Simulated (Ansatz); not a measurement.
Molecule: disulfane, H2S2 (charge 0, singlet). 
Coordinates optimised at B3LYP-D3(BJ)/def2-TZVP (Ansatz, a program for electronic structure):
```xyz
4

S     -0.9222     0.0561     0.4718
S      0.9228     0.0543    -0.4709
H     -1.5351    -0.8736    -0.2871
H      1.5259    -0.8942     0.2724
```
Charge 0, spin multiplicity 1.

Wanted: vertical ionisation energy (to the doublet state of charge +1; each state is the SCF solution reached for its spin), in eV. Correlated levels leave the core frozen unless marked. UHF or UKS for open shells. No spin-orbit coupling. No relativistic terms. CBS marks a two-point X^-3 extrapolation of the correlation energy; Hartree-Fock from the larger set. [CCSD(T)-MP2]/basis is that difference in the basis named.

```csv
level,program,vertical ionisation energy (eV)
HF/def2-SVPD,Ansatz,9.14
```

Q: Predict the RI-MP2/CBS(aug-cc-pV(T+d)Z,aug-cc-pV(Q+d)Z)+[CCSD(T)-MP2]/aug-cc-pV(T+d)Z result (Ansatz).

A: 10.18 eV, so HF/def2-SVPD differs from it by -1.04 eV.
